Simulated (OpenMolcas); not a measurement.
## W4+: the spin-orbit constant, worked from levels

* Program: OpenMolcas
* Basis: ANO-RCC-VTZP [8s7p5d3f2g1h]
* Scalar Hamiltonian: DKH2, point nucleus
* Active space: 2 electrons in 5 orbitals (5d)
* State averaging: 2S+1 = 3 even, 10 roots; 2S+1 = 1 even, 15 roots
* Spin-orbit coupling: state interaction with AMFI integrals over the reference wave functions, term energies averaged over their components

Methods: CASSCF; SS-CASPT2, IPEA 0.25 Eh, imaginary shift 0.1 Eh (closed shells correlated: 5s 5p). Measured levels: the list in J. Phys. B 45, 065001 (2012).

**The spin-orbit constant.** For the Hund term ³F of d2, E(J) = (A/2) J(J+1) + constant and ζ = 2S·A = 2A. From J = 2 to J = 4 the energy changes by 7 A.

```tsv
Source	E(4) - E(2)	A	ζ
CASSCF	11709.6	1672.8	3346
SS-CASPT2	11861.6	1694.5	3389
measured	11519.4	1645.6	3291
```

All in cm-1. SS-CASPT2 is off by +3.0 % and CASSCF by +1.7 %. Both methods take the spin-orbit matrix elements from the reference wave functions, so the second can move ζ only through the term energies and any multistate remixing. Second-order mixing with other terms is absorbed into this ζ.

CASPT2 breaks the degeneracy within a term, and the mean is taken; among the terms shown or strongly mixed into the levels shown the widest spread is 210 cm-1 (5d² ³F, SS-CASPT2). Without dynamic correlation excited terms often stand tens of per cent too high (terms of higher spin than the ground term too low), and those without a measured partner can miss by more than the paired ones (holds for CASSCF). Measured partners are found by configuration, term and J. A level has none where our copy of the source lacks it or the pairing is in doubt (some pairs that miss far off the trend of their configuration count as doubtful), and it then counts in no deviation. Levels of configurations outside the active space are missing.
